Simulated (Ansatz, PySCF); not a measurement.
Species: sum formula SiN₃H₅Br (charge 0, doublet). It need not be the lowest isomer of its formula. 
Structure (B3LYP-D3(BJ)/def2-TZVP (Ansatz, an electronic-structure program) minimum search):
```xyz
10

Si    -0.1120    -0.0854    -0.8626
Br     0.2123     0.1258     1.3706
N      1.4758    -0.5194    -1.4190
N     -0.8366     1.3764    -1.3359
N     -1.1108    -1.3574    -1.3654
H      2.1664     0.2234    -1.2968
H     -1.2560     1.4858    -2.2447
H     -0.6674     2.2483    -0.8640
H     -0.7150    -2.2718    -1.5146
H     -2.0901    -1.3902    -1.1348
```
Charge 0, spin multiplicity 2.

Dipole moments at this geometry, in debye (magnitudes).

| level | program | dipole (D) |
|---|---|---|
| HF/def2-TZVPD | PySCF | 2.51 |
| PBE/def2-TZVPD | Ansatz | 2.48 |
| BLYP/def2-TZVPD | Ansatz | 2.48 |
| revPBE/def2-TZVPD | Ansatz | 2.46 |
| r2SCAN/def2-TZVPD | Ansatz | 2.45 |
| B3LYP/def2-TZVPD | Ansatz | 2.40 |
| PBE0/def2-TZVPD | Ansatz | 2.41 |
| BHLYP/def2-TZVPD | Ansatz | 2.42 |
| TPSSh/def2-TZVPD | PySCF | 2.44 |
| r2SCAN0/def2-TZVPD | Ansatz | 2.43 |
| HSE06/def2-TZVPD | Ansatz | 2.41 |
| wB97M-V/def2-TZVPD | Ansatz | 2.41 |
| wB97X-V/def2-TZVPD | Ansatz | 2.41 |
| CCSD(T)/def2-SVPD | Ansatz | 2.40 |
